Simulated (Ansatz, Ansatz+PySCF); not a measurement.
| atom | x (Å) | y (Å) | z (Å) |
| --- | --- | --- | --- |
| S | 0.0000 | 0.0000 | -0.1040 |
| H | 0.0000 | 0.9715 | 0.8321 |
| H | 0.0000 | -0.9715 | 0.8321 |

Basis set: 6-31G (spherical functions). Left uncorrelated: 5 orbitals. Charge 0, multiplicity 1.

Computed with Ansatz (development build ahead of 0.2.0); each method stands on the lowest determinant of its kind that the runs found. Restricted open shells among the atoms or ions are ROHF, correlated in semicanonical orbitals with singles.

The atomization energy at this shape (free ground-state atoms in the same class of orbitals less the molecule, no zero-point energy) of singlet H₂S:

| method | atomization energy |
| --- | --- |
| RHF-CCSD(T) | 5.74 eV |
| RHF-MP2 | 5.45 eV |

(1) What does PBE0 (unrestricted) give?

Results:

(1) 6.76 eV.

This basis has no polarisation functions and is too small for such energies, which can lie far from measured ones in either direction.
